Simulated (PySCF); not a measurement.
# Bond length, frequency and bond energy of RuF by level of theory

State: quartet, unpaired electrons σ ↑, π ↑, δ ↑, a mixture of terms (⟨Lz²⟩ = 4.6). Set-up: basis Ru def2-TZVPP with ECP28, F def2-TZVPP; scalar-relativistic core potentials; PySCF 2.14. De refers to Ru (4d7 5s1) + F in their high-spin ground configurations, without counterpoise correction. The functionals are run spin-unrestricted. A positive dipole means Ru(−)F(+).

```csv
Level,Re (Å),ωe (cm⁻¹),De (eV),μ (D)
UHF,1.988,499,n/a,-6.37
UHF-MP2,1.897,564,n/a,n/a
UHF-SCS-MP2,1.917,543,n/a,n/a
PBE,1.891,578,4.49,-3.60
PW91,1.889,581,4.52,-3.59
BLYP,1.910,562,4.44,-3.71
BP86,1.890,582,4.46,-3.60
r²SCAN,1.886,589,4.20,-3.87
r²SCANh,1.889,583,4.02,-4.14
PBE0,1.896,568,3.98,-4.38
CAM-B3LYP,1.907,565,4.26,-4.63
```

The bond length runs from 1.886 Å (r²SCAN) to 1.988 Å (UHF). De spans 3.98 eV (PBE0, global hybrid GGA) to 4.52 eV (PW91, GGA).

Correlated steps freeze 1 core orbital. The metal atom is held in its measured ground configuration; semilocal functionals can put another filling of s and d lower by some tenths of an eV, and De to that atom would be smaller. Spin–orbit coupling is left out, which matters for elements this heavy, above all for dissociation energies. With d or f electrons several states lie close, and the lowest PBE0 determinant need not be the measured ground state.

The whole job (state search and all levels along the bond) took about 8.1 min on 1 thread of Arm Neoverse V1 (shared host), peak memory 2.2 GiB.
